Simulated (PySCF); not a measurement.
# Trend along group 15: MH cations

PBE0 with double-zeta basis sets in PySCF, for the lowest determinant that a PBE0 search found; no spin–orbit coupling. De refers to high-spin ground-configuration atoms (the charge goes to the atom of lower measured ionisation energy or higher electron affinity, which is not always the lowest computed limit). A positive dipole points towards H; it is taken about the centre of mass and depends on that origin.

```
 M                basis  charged atom  state (unpaired electrons)  Re (Å)  ωe (cm⁻¹)  De (eV)  μ (D)
 N        jorge-DZP-DKH            H+         quartet (σ ↑, π ↑↑)   1.115       2639     3.66   1.84
 P  cc-pV(D+d)Z/cc-pVDZ            P+               doublet (π ↑)   1.442       2390     3.42   0.98
As            def2-SVPD           As+               doublet (π ↑)   1.538       2213     3.10   0.83
Sb            def2-SVPD           Sb+               doublet (π ↑)   1.722       1984     2.67   0.41
Bi   cc-pVDZ-PP/cc-pVDZ           Bi+               doublet (π ↑)   1.794       1889      n/a   0.05
```

The shortest bond is that of NH⁺ (1.115 Å), the longest that of BiH⁺ (1.794 Å).

The rows differ in basis set, which adds steps of its own.

The state changes along the series, so neighbouring rows are not always alike in their bonding.

These are scalar-relativistic numbers at best; spin–orbit coupling would shift them, the dissociation energy most. For an ion De counts to the pair picked by the measured ionisation energies or electron affinities, which need not be the lowest pair at this level. States were picked by a PBE0 search and need not be the measured ground states.
